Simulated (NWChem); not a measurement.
HTeOF; SMILES O[Te]F

```xyz
4

Te     0.3341     0.0097    -0.0042
F     -0.8734    -1.5099    -0.0082
O     -1.0230     1.4353    -0.0679
H     -1.3296     1.6012     0.8340
```
Atoms are numbered in this order, from 1.

All runs: NWChem. Structure relaxed at the PBE0/def2-SVP level. def2 effective core potentials on Te; no spin-orbit coupling. LC-ωPBE (HJS hole) with def2-SVP; x = 1 − exp(−ω/0.25 bohr⁻¹) is a scale chosen for this fit.

| row | x | −ε(HOMO) (eV) |
|---|---|---|
| ω = 0.15 | 0.451 | 7.13 |
| ω = 0.25 | 0.632 | 8.10 |
| ω = 0.35 | 0.753 | withheld |
| ω = 0.40 | 0.798 | 9.01 |
| ω = 0.60 | 0.909 | 9.64 |

**Question.** Fit a straight line of the last column on the one before it, predict the withheld value, and compare with the run.

**Answer.** 
1. Means of the 4 shown rows: x = 0.6975, y = 8.470. Slope Σ(x − x̄)(y − ȳ)/Σ(x − x̄)² = 0.6563/0.1199 = 5.474; intercept 4.652.
2. The shown rows scatter about the line by 0.011 (root mean square); the largest residual is +0.01, at ω = 0.60.
3. At x = 0.753 (ω = 0.35; inside the shown range) the line gives 8.77.
4. The run gives 8.76, -0.01 from the line.
